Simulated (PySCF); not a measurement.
Record of a relaxation.

Species: [Si(OH)6]2- (charge -2).
Bonds: Si1–O2, Si1–O4, Si1–O6, Si1–O8, Si1–O10, Si1–O12. Hydrogens: H3 on O2; H5 on O4; H7 on O6; H9 on O8; H11 on O10; H13 on O12.
The ion is multiply charged and has no counter-ions or solvent; whether it holds all its electrons wasn't checked.

Method: PBE0-D3(BJ)/def2-SVP geometry optimisation, gas phase in PySCF; density fitting, grid level 1; the optimiser is geomeTRIC in internal coordinates, started from a GFN2-xTB structure with every atom displaced at random (about 0.03 Å). 14 of its 16 geometries are shown. The frame can shift and turn from step to step; on so coarse a grid that alone can change the energy by a few meV, and forces under 0.02 eV/Å are noise.

Step 0: E = -20230.1076 eV, largest atomic force 5.073 eV/Å
```
atom  x, y, z in Å  |  force x, y, z in eV/Å
Si1     0.067   -0.087    0.019   -1.900   3.312  -0.467
O2     -0.089   -0.024    1.791    0.155  -0.284   1.287
H3     -0.600   -0.806    2.040    0.160   0.174  -0.394
O4      0.175   -0.001   -1.800   -1.778  -4.632   0.598
H5      0.480    0.790   -2.092    1.392   3.858  -0.604
O6      1.787    0.028    0.044    2.221  -0.261   0.120
H7      2.091    0.509    0.821   -0.607  -0.096  -0.023
O8     -1.745   -0.018   -0.051    0.139   1.250   2.864
H9     -2.059   -0.434   -0.797   -0.608  -1.474  -2.802
O10     0.004    1.780    0.066    0.386   0.687  -0.079
H11    -0.826    2.062    0.479    0.257  -0.752  -0.236
O12     0.021   -1.801   -0.010   -3.902  -0.496   2.456
H13     0.725   -2.051   -0.489    4.084  -1.286  -2.719
```

Step 1: E = -20230.8161 eV, largest atomic force 1.808 eV/Å
```
atom  x, y, z in Å  |  force x, y, z in eV/Å
Si1     0.039   -0.055    0.016   -0.562   1.693  -0.296
O2      0.018   -0.012    1.822   -0.666   0.103   0.497
H3     -0.489   -0.796    2.047    0.002  -0.100  -0.122
O4      0.053   -0.026   -1.806    0.261  -0.971  -0.327
H5      0.379    0.836   -2.047    0.084   0.565   0.325
O6      1.801    0.011    0.139    1.330  -0.374  -0.874
H7      1.985    0.499    0.943   -0.467  -0.038   0.055
O8     -1.788   -0.012   -0.092   -0.375   0.232   1.149
H9     -2.018   -0.468   -0.900    0.468  -0.060  -0.305
O10     0.068    1.810    0.010    0.182   0.001  -0.040
H11    -0.766    2.041    0.425   -0.224  -0.239  -0.054
O12    -0.005   -1.816   -0.007   -0.445  -0.934   0.159
H13     0.754   -2.064   -0.529    0.411   0.122  -0.167
```

Step 2: E = -20230.7980 eV, largest atomic force 1.749 eV/Å
```
atom  x, y, z in Å  |  force x, y, z in eV/Å
Si1     0.042   -0.023    0.033   -0.389   0.197  -0.348
O2     -0.172    0.008    1.854    1.202   0.322   0.086
H3     -0.691   -0.789    1.973   -0.036  -0.112  -0.240
O4      0.139   -0.036   -1.785   -0.237   1.030  -0.574
H5      0.483    0.883   -1.914   -0.557  -1.187   0.323
O6      1.852   -0.054   -0.057    0.015   0.275   0.613
H7      2.044    0.435    0.741    0.296   0.207   0.497
O8     -1.791    0.033    0.072   -0.393  -0.908  -1.399
H9     -1.978   -0.445   -0.767    0.175   0.588   0.696
O10     0.024    1.830   -0.010    0.781  -0.284   0.109
H11    -0.828    1.959    0.405   -0.345  -0.103   0.040
O12     0.048   -1.832    0.014    0.806  -0.637  -0.774
H13     0.858   -2.021   -0.536   -1.318   0.612   0.972
```

Step 3: E = -20231.0806 eV, largest atomic force 0.704 eV/Å
```
atom  x, y, z in Å  |  force x, y, z in eV/Å
Si1     0.037   -0.026    0.021   -0.168   0.269  -0.066
O2     -0.082    0.007    1.845    0.392   0.200  -0.059
H3     -0.599   -0.793    1.973    0.006  -0.091  -0.108
O4      0.078   -0.043   -1.803    0.116   0.332  -0.180
H5      0.411    0.863   -1.926   -0.282  -0.408   0.137
O6      1.852   -0.020    0.026    0.013   0.004   0.117
H7      1.999    0.470    0.839   -0.018  -0.011   0.137
O8     -1.796    0.013    0.007   -0.140  -0.313  -0.328
H9     -1.942   -0.454   -0.830    0.142   0.304   0.248
O10     0.065    1.818   -0.010    0.211  -0.158   0.108
H11    -0.793    1.955    0.402   -0.161  -0.027  -0.079
O12     0.003   -1.833    0.007    0.382  -0.349  -0.363
H13     0.798   -2.010   -0.530   -0.492   0.248   0.438
```

Step 5: E = -20231.1648 eV, largest atomic force 0.994 eV/Å
```
atom  x, y, z in Å  |  force x, y, z in eV/Å
Si1     0.027   -0.018    0.014    0.448  -0.301   0.163
O2      0.057   -0.022    1.829   -0.694   0.111   0.254
H3     -0.367   -0.884    1.918    0.213  -0.005   0.103
O4      0.018   -0.014   -1.814    0.022  -0.738   0.044
H5      0.191    0.922   -1.870    0.029   0.619  -0.083
O6      1.845   -0.006    0.111    0.162  -0.143  -0.492
H7      1.874    0.369    0.998    0.003  -0.252  -0.041
O8     -1.804   -0.005   -0.017    0.122   0.440   0.698
H9     -1.840   -0.309   -0.919   -0.106  -0.064  -0.609
O10     0.086    1.797   -0.054   -0.445   0.238   0.230
H11    -0.840    1.909    0.199   -0.053   0.143  -0.159
O12    -0.031   -1.844    0.022   -0.626   0.246   0.113
H13     0.814   -1.948   -0.393    0.924  -0.292  -0.221
```

Step 6: E = -20231.2940 eV, largest atomic force 0.564 eV/Å
```
atom  x, y, z in Å  |  force x, y, z in eV/Å
Si1     0.033   -0.015    0.019    0.222  -0.257   0.116
O2      0.032   -0.022    1.843   -0.321   0.081   0.019
H3     -0.329   -0.912    1.928    0.182  -0.044   0.035
O4      0.022   -0.009   -1.813    0.004  -0.350   0.052
H5      0.133    0.943   -1.865    0.014   0.340  -0.052
O6      1.859   -0.010    0.087   -0.102  -0.081  -0.268
H7      1.907    0.281    1.005   -0.023  -0.201   0.014
O8     -1.801    0.008   -0.019    0.069   0.229   0.346
H9     -1.842   -0.221   -0.950   -0.038   0.015  -0.305
O10     0.048    1.806   -0.037   -0.228   0.136   0.097
H11    -0.897    1.896    0.139   -0.025   0.026  -0.095
O12    -0.010   -1.847    0.015   -0.295   0.264   0.042
H13     0.874   -1.947   -0.331    0.541  -0.159   0.001
```

Step 7: E = -20231.3382 eV, largest atomic force 0.694 eV/Å
```
atom  x, y, z in Å  |  force x, y, z in eV/Å
Si1     0.035    0.002    0.025   -0.094  -0.322  -0.171
O2      0.042   -0.078    1.853   -0.135   0.547   0.087
H3     -0.182   -1.014    1.905    0.143  -0.011  -0.153
O4      0.006    0.054   -1.811    0.007  -0.284  -0.142
H5      0.019    1.021   -1.841    0.096  -0.103   0.058
O6      1.859   -0.060    0.069   -0.010   0.404  -0.104
H7      1.920    0.060    1.025   -0.032  -0.120   0.036
O8     -1.802    0.065   -0.027   -0.206  -0.247   0.017
H9     -1.840   -0.029   -0.989    0.050  -0.052   0.078
O10    -0.054    1.826   -0.081    0.414   0.337   0.443
H11    -1.019    1.844   -0.034    0.019  -0.094   0.094
O12     0.053   -1.829    0.062   -0.221  -0.135  -0.373
H13     0.995   -1.913   -0.134   -0.032   0.079   0.131
```

Step 8: E = -20231.2150 eV, largest atomic force 0.970 eV/Å
```
atom  x, y, z in Å  |  force x, y, z in eV/Å
Si1     0.022   -0.002    0.012   -0.134   0.049  -0.023
O2     -0.022    0.010    1.841    0.317  -0.625  -0.219
H3     -0.060   -0.951    1.907   -0.124  -0.206   0.171
O4      0.040    0.017   -1.830   -0.383   0.853   0.256
H5     -0.063    0.984   -1.856    0.303  -0.178  -0.192
O6      1.847    0.006    0.042   -0.081  -0.226   0.292
H7      1.883   -0.089    1.003    0.126   0.260   0.085
O8     -1.821   -0.007   -0.073    0.133   0.208  -0.475
H9     -1.813    0.062   -1.043   -0.116  -0.345   0.274
O10    -0.078    1.829    0.095    0.024  -0.144  -0.912
H11    -1.038    1.807   -0.011   -0.063   0.125   0.315
O12     0.081   -1.838   -0.036    0.336   0.192   0.602
H13     1.053   -1.880   -0.029   -0.339   0.038  -0.173
```

Step 9: E = -20231.3826 eV, largest atomic force 0.249 eV/Å
```
atom  x, y, z in Å  |  force x, y, z in eV/Å
Si1     0.021    0.001    0.015   -0.163   0.015  -0.099
O2      0.008   -0.051    1.842    0.093  -0.038  -0.014
H3     -0.088   -1.011    1.890   -0.037   0.001  -0.042
O4      0.020    0.045   -1.824   -0.178   0.126   0.103
H5     -0.019    1.010   -1.860    0.196  -0.005  -0.020
O6      1.847   -0.001    0.058   -0.046  -0.130   0.080
H7      1.896   -0.018    1.022   -0.007   0.111   0.028
O8     -1.821    0.004   -0.056    0.104   0.177  -0.074
H9     -1.838   -0.006   -1.023   -0.007  -0.173   0.031
O10    -0.046    1.838    0.009   -0.071  -0.125  -0.203
H11    -1.013    1.861   -0.022    0.036  -0.010   0.190
O12     0.051   -1.832    0.016    0.047   0.034   0.084
H13     1.013   -1.892   -0.044    0.033   0.017  -0.065
```

Step 10: E = -20231.4128 eV, largest atomic force 0.188 eV/Å
```
atom  x, y, z in Å  |  force x, y, z in eV/Å
Si1     0.016   -0.001    0.010   -0.092   0.103  -0.127
O2      0.008   -0.017    1.834    0.002  -0.051   0.028
H3     -0.167   -0.964    1.900    0.067  -0.055   0.005
O4      0.013    0.026   -1.824   -0.058   0.118   0.009
H5      0.097    0.989   -1.883   -0.011  -0.094   0.052
O6      1.836   -0.027    0.042    0.110   0.037   0.039
H7      1.899    0.067    1.001   -0.023  -0.019   0.022
O8     -1.820    0.022   -0.039    0.027  -0.046  -0.066
H9     -1.866   -0.116   -0.995    0.035   0.040   0.064
O10    -0.026    1.831   -0.004    0.080  -0.030  -0.093
H11    -0.985    1.869    0.095   -0.054  -0.008  -0.009
O12     0.037   -1.827    0.020    0.048  -0.078  -0.007
H13     0.989   -1.904   -0.134   -0.132   0.083   0.085
```

Step 12: E = -20231.4228 eV, largest atomic force 0.089 eV/Å
```
atom  x, y, z in Å  |  force x, y, z in eV/Å
Si1     0.012    0.002    0.006   -0.076  -0.014  -0.044
O2      0.018   -0.039    1.834   -0.011   0.031   0.030
H3     -0.112   -0.996    1.879    0.021   0.000  -0.018
O4      0.001    0.037   -1.826   -0.021   0.007   0.021
H5      0.072    1.000   -1.866    0.025  -0.002  -0.006
O6      1.838   -0.025    0.051    0.018  -0.005   0.000
H7      1.879    0.042    1.014   -0.005   0.013   0.008
O8     -1.823    0.024   -0.044    0.028   0.012  -0.001
H9     -1.855   -0.086   -1.004   -0.003  -0.001   0.005
O10    -0.031    1.833   -0.019    0.000  -0.021   0.001
H11    -0.994    1.869    0.057    0.012  -0.003   0.015
O12     0.033   -1.828    0.025    0.005  -0.021  -0.024
H13     0.991   -1.884   -0.084    0.008   0.005   0.013
```

Step 13: E = -20231.4237 eV, largest atomic force 0.062 eV/Å
```
atom  x, y, z in Å  |  force x, y, z in eV/Å
Si1     0.008    0.001    0.004   -0.051   0.007  -0.034
O2      0.016   -0.038    1.833   -0.004  -0.005   0.006
H3     -0.099   -0.997    1.875    0.007   0.000  -0.002
O4     -0.002    0.036   -1.828   -0.015   0.013   0.017
H5      0.079    0.998   -1.868    0.013  -0.006  -0.003
O6      1.835   -0.025    0.050    0.013  -0.021   0.013
H7      1.873    0.046    1.013    0.001   0.018  -0.003
O8     -1.825    0.024   -0.045    0.027  -0.003  -0.002
H9     -1.859   -0.087   -1.004   -0.002   0.005   0.004
O10    -0.030    1.831   -0.017   -0.011  -0.016  -0.007
H11    -0.993    1.869    0.065    0.013   0.002   0.006
O12     0.033   -1.830    0.022    0.005   0.000   0.003
H13     0.993   -1.882   -0.077    0.005   0.003   0.001
```

Step 14: E = -20231.4242 eV, largest atomic force 0.022 eV/Å
```
atom  x, y, z in Å  |  force x, y, z in eV/Å
Si1     0.005    0.000    0.001   -0.022  -0.004   0.003
O2      0.016   -0.040    1.832   -0.001  -0.007  -0.002
H3     -0.090   -1.000    1.871    0.000   0.004   0.003
O4     -0.006    0.035   -1.829   -0.001   0.011   0.009
H5      0.087    0.996   -1.871    0.000  -0.003  -0.004
O6      1.833   -0.027    0.049    0.013  -0.009   0.006
H7      1.869    0.054    1.011    0.002   0.013  -0.007
O8     -1.827    0.024   -0.044    0.015  -0.011  -0.003
H9     -1.864   -0.087   -1.003   -0.003   0.012   0.001
O10    -0.029    1.830   -0.018   -0.005  -0.010  -0.005
H11    -0.991    1.871    0.072    0.002   0.005  -0.002
O12     0.034   -1.831    0.021    0.001  -0.002   0.004
H13     0.995   -1.877   -0.072   -0.001   0.001  -0.003
```

Step 15: E = -20231.4243 eV, largest atomic force under 0.02 eV/Å
```
atom  x, y, z in Å  |  force x, y, z in eV/Å
Si1     0.004   -0.001    0.001   -0.007  -0.004   0.008
O2      0.016   -0.040    1.832   -0.002  -0.006  -0.007
H3     -0.087   -1.001    1.871    0.000   0.001   0.004
O4     -0.008    0.034   -1.829    0.001   0.000  -0.003
H5      0.089    0.995   -1.871   -0.001   0.002   0.000
O6      1.833   -0.027    0.048    0.005  -0.011   0.001
H7      1.868    0.060    1.010    0.002   0.008  -0.004
O8     -1.827    0.023   -0.043    0.003  -0.009   0.003
H9     -1.866   -0.085   -1.002    0.000   0.009  -0.003
O10    -0.029    1.828   -0.018   -0.004   0.003  -0.001
H11    -0.990    1.871    0.074    0.000   0.002  -0.002
O12     0.034   -1.833    0.020    0.000   0.006   0.006
H13     0.995   -1.877   -0.072    0.004  -0.002  -0.003
```

Question: Summarise the path.

Answer: The energy falls by 30.36 kcal/mol from step 0 to step 15; nine tenths of that is first reached at step 6. It rises by more than 0.2 meV at steps 2 and 8. The largest force goes from 5.073 to under 0.02 eV/Å. Among the bonds Si1–O12 changes most, from 1.715 to 1.831 Å; the atoms move by 0.355 Å rms after alignment.

What follows is the cost of the whole optimisation. On one thread of an Intel Xeon at 2.50 GHz, shared host with 64 logical CPUs at a one-minute load of 49, this took 4.9 min and 0.56 GiB of memory at its peak.
